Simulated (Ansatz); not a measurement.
This geometry of C2H5FOSi2 (11 atoms, charge 0, multiplicity 1) is a first-order saddle point.

Theory: RKS PBE-D4/cc-pVDZ (Ansatz 0.2.0).

```xyz
11
Properties=species:S:1:pos:R:3
O 0.719 -1.974 -1.534
C 0.249 -0.716 -1.479
C -0.027 -0.035 -0.337
Si -0.039 -0.148 1.493
Si -0.699 1.711 -0.181
F 0.449 2.921 -0.021
H 0.815 -2.271 -0.598
H 0.119 -0.298 -2.492
H -1.042 -1.072 2.128
H 1.294 -0.050 2.180
H -1.772 1.875 0.863
```

(1) Which two structures does it join? (They come from a converged band through this point; their orientation in space is the band's.)

(2) How far does it lie above each of them?

## Answers

(1) Bonds broken: Si4–H11. Bonds formed: Si4–Si5, Si5–H11.

Image 0:

```xyz
11
Properties=species:S:1:pos:R:3
O 0.171 -1.975 -1.207
C 0.276 -0.651 -1.420
C 0.130 0.362 -0.505
Si -0.266 0.041 1.308
Si 0.348 2.105 -1.174
F 0.076 2.914 0.296
H -0.036 -2.097 -0.247
H 0.508 -0.464 -2.486
H -0.379 -1.466 1.526
H 0.825 0.534 2.219
H -1.587 0.641 1.711
```

Image 6:

```xyz
11
Properties=species:S:1:pos:R:3
O 0.614 -1.992 -1.512
C 0.189 -0.713 -1.467
C -0.017 0.022 -0.345
Si 0.128 -0.133 1.559
Si -0.624 1.633 0.311
F 0.293 3.005 0.055
H 0.741 -2.275 -0.576
H 0.031 -0.329 -2.490
H -0.763 -1.131 2.264
H 1.534 -0.184 2.106
H -2.061 2.040 0.115
```

(2) 122.0 kJ/mol above the first and 91.5 kJ/mol above the second. This is the barrier of this one path; another mechanism may lie lower. The orbitals stay closed-shell, which can raise the energy where a bond breaks towards radicals; this wasn't checked here.

Run time: 8.7 min on 2 threads of Arm Neoverse N1, on a shared host, peak memory 0.18 GiB.
